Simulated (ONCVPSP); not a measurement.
# Reading a pseudo-wave (hafnium)

Columns: radius, all-electron u(r) and pseudo u(r) of the 5d shell (level -2.71 eV) of hafnium in the configuration [Kr] 4d10 4f14 5s2 5p6 5d2 6s2; Wu-Cohen, scalar-relativistic, ONCV scheme, ONCVPSP 4.0.1.

```csv
r (bohr),all-electron,pseudo
0.163,0.1322,0.0030
0.325,-0.2198,0.0228
0.488,-0.2309,0.0712
0.650,-0.0240,0.1504
0.813,0.2061,0.2551
0.975,0.3888,0.3705
1.138,0.5165,0.4820
1.300,0.5956,0.5740
1.463,0.6389,0.6388
1.625,0.6559,0.6730
1.788,0.6552,0.6804
1.950,0.6428,0.6676
2.113,0.6228,0.6422
2.275,0.5985,0.6111
2.438,0.5716,0.5784
2.600,0.5438,0.5467
2.763,0.5155,0.5164
2.925,0.4875,0.4877
3.088,0.4598,0.4598
3.250,0.4331,0.4331
3.413,0.4070,0.4070
3.575,0.3821,0.3821
3.738,0.3580,0.3580
3.900,0.3350,0.3350
4.063,0.3128,0.3128
4.225,0.2918,0.2918
```

How many radial nodes do the two functions have?

The all-electron 5d function has n − l − 1 = 2; the pseudo-wave has 0, since the states of the same l below it are removed with the core.

At about which radius was the pseudo-wave matched?

3.25 bohr. The columns agree to 0.0005 from 2.92 bohr on; several derivatives are matched, so the curves merge somewhat inside the radius.

Where does each function peak?

Outermost all-electron maximum near 1.62 bohr, pseudo maximum near 1.79 bohr (to the table’s step).

Is the pseudo-wave norm-conserving?

Yes: the ONCV scheme keeps the norm inside the radius equal to the all-electron one, which fixes the energy derivative of the logarithmic derivative at the level.
